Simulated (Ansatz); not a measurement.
```yaml
crystal:
  periodic: [false, false, false]
  atoms:
    - {symbol: B, position_ang: [-0.812609, 0.565910, 0.828663]}
    - {symbol: C, position_ang: [-0.623448, -0.746362, 1.875298]}
    - {symbol: C, position_ang: [0.131653, -0.879693, 0.701468]}
    - {symbol: C, position_ang: [0.382498, -0.284336, -0.359156]}
    - {symbol: Si, position_ang: [1.043362, 0.185723, -1.999350]}
    - {symbol: H, position_ang: [-0.254591, 1.551667, 1.210668]}
    - {symbol: H, position_ang: [-1.874307, 0.575347, 0.279370]}
    - {symbol: H, position_ang: [-1.479995, -1.403765, 1.983595]}
    - {symbol: H, position_ang: [-0.074149, -0.556664, 2.791736]}
    - {symbol: H, position_ang: [1.781871, 1.462570, -1.859240]}
    - {symbol: H, position_ang: [1.951359, -0.881247, -2.486391]}
    - {symbol: H, position_ang: [-0.094745, 0.355653, -2.932662]}
basis:
  gaussian: {orbitals: 6-31G}
hamiltonian: {xc: {name: wB97X}}
output: {forces: true}
```

```sh
$ ansatz run in.yaml --threads 4 --pin off --events-out ev --progress --plain --max-ram 10444MiB
```

Output, abridged:

```
Functional definition: wB97X
871 factors; integrals over basis functions are off by at most 1.8e-4 eV
309 factors; integrals over basis functions are off by at most 3.7e-6 eV
mean field evaluation 1: about -11771.0293 eV, gradient 2.1e1 eV
mean field evaluation 2: about -11772.0433 eV, gradient 1.1e1 eV
mean field evaluation 4: about -11772.3541 eV, gradient 1.9e0 eV
mean field evaluation 8: about -11772.5089 eV, gradient 6.8e-2 eV
mean field evaluation 16: about -11772.5089 eV, gradient 4.4e-5 eV
mean field -11772.50893369 eV, -432.6317236201 hartree, gradient 4.4e-5 eV, S^2 0.000000; 0 other end points of the search recorded, 0 dependent functions left out
reference -11772.50890531 eV, -432.6317225768 hartree; 22, 22 occupied and 41, 41 virtual orbitals, 871 factors
Total energy: -11772.50890531 eV, -432.6317225768 hartree
Atom 0 at    -0.812609     0.565910     0.828663 Å, force    -0.432155     0.549599     0.175198 eV/Å
Atom 1 at    -0.623448    -0.746362     1.875298 Å, force    -0.238422    -0.091427     0.509949 eV/Å
Atom 2 at     0.131653    -0.879693     0.701468 Å, force     0.507855    -0.731282    -0.118287 eV/Å
Atom 3 at     0.382498    -0.284336    -0.359156 Å, force     0.060371    -0.009530    -0.092797 eV/Å
Atom 4 at     1.043362     0.185723    -1.999350 Å, force     0.122807     0.081026    -0.299909 eV/Å
Atom 5 at    -0.254591     1.551667     1.210668 Å, force    -0.023508     0.025547    -0.012534 eV/Å
Atom 6 at    -1.874307     0.575347     0.279370 Å, force    -0.005545     0.036976    -0.001898 eV/Å
Atom 7 at    -1.479995    -1.403765     1.983595 Å, force    -0.045493     0.029027     0.061877 eV/Å
Atom 8 at    -0.074149    -0.556664     2.791736 Å, force    -0.054363     0.023838     0.056734 eV/Å
Atom 9 at     1.781871     1.462570    -1.859240 Å, force     0.125226     0.211584    -0.002632 eV/Å
Atom 10 at     1.951359    -0.881247    -2.486391 Å, force     0.154615    -0.161626    -0.103102 eV/Å
Atom 11 at    -0.094745     0.355653    -2.932662 Å, force    -0.171389     0.036267    -0.172599 eV/Å
Dipole moment:     0.184416    -0.243520    -0.065266 e Å
```

It took 2.6 s on 4 threads of an Arm Neoverse V1 on a shared host, with 0.2 GiB of host memory at the peak.
